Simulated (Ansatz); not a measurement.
Stretching the Si2–O1 bond in H2OSi (SMILES O=[SiH2]) (multiplicity 1 held, fragments rigid). Energies count from the point at 1.519 Å.
Geometry at that point (charge 0, multiplicity 1):
```xyz
4

O      1.0006    -0.4060    -0.0692
Si    -0.4045     0.1641     0.0280
H     -1.6181    -0.5359    -0.4515
H     -0.7239     1.4862     0.6135
```

Signs of static correlation in cc-pV(D+d)Z, from Ansatz (a first-principles code) runs.

```json
[
 {"R (Å)": "1.216", "T1 of restricted CCSD": "0.015", "⟨S²⟩ of UHF": "0.000", "largest double amplitude of restricted CCSD": "0.048"},
 {"R (Å)": "1.368", "T1 of restricted CCSD": "0.019", "⟨S²⟩ of UHF": "0.000", "largest double amplitude of restricted CCSD": "0.066"},
 {"R (Å)": "1.519", "T1 of restricted CCSD": "0.025", "⟨S²⟩ of UHF": "0.000", "largest double amplitude of restricted CCSD": "0.087"},
 {"R (Å)": "1.671", "T1 of restricted CCSD": "0.034", "⟨S²⟩ of UHF": "0.435", "largest double amplitude of restricted CCSD": "0.111"},
 {"R (Å)": "1.823", "T1 of restricted CCSD": "0.049", "⟨S²⟩ of UHF": "0.788", "largest double amplitude of restricted CCSD": "…"},
 {"R (Å)": "2.051", "T1 of restricted CCSD": "…", "⟨S²⟩ of UHF": "1.095", "largest double amplitude of restricted CCSD": "0.163"},
 {"R (Å)": "2.279", "T1 of restricted CCSD": "0.158", "⟨S²⟩ of UHF": "1.538", "largest double amplitude of restricted CCSD": "0.180"},
 {"R (Å)": "2.659", "T1 of restricted CCSD": "0.164", "⟨S²⟩ of UHF": "1.861", "largest double amplitude of restricted CCSD": "0.372"},
 {"R (Å)": "3.039", "T1 of restricted CCSD": "0.085", "⟨S²⟩ of UHF": "1.961", "largest double amplitude of restricted CCSD": "0.357"},
 {"R (Å)": "3.495", "T1 of restricted CCSD": "0.021", "⟨S²⟩ of UHF": "1.997", "largest double amplitude of restricted CCSD": "0.261"},
 {"R (Å)": "4.103", "T1 of restricted CCSD": "0.010", "⟨S²⟩ of UHF": "2.010", "largest double amplitude of restricted CCSD": "0.281"},
 {"R (Å)": "4.862", "T1 of restricted CCSD": "0.010", "⟨S²⟩ of UHF": "2.010", "largest double amplitude of restricted CCSD": "0.291"}
]
```

Question: Some entries are withheld; supply them.

Answer: 
- 1.823, largest double amplitude of restricted CCSD: 0.137
- 2.051, T1 of restricted CCSD: 0.100

Doubts at one or more of the structures used: a restricted determinant that unrestricted orbitals would lower (R-CCSD(T)/cc-pV(D+d)Z); T1 above 0.05 (R-CCSD(T)/cc-pV(D+d)Z, U-CCSD(T)/cc-pV(D+d)Z); a spin-contaminated determinant (U-CCSD(T)/cc-pV(D+d)Z); the program's own flag: large difference (U-CCSD(T)/cc-pV(D+d)Z).
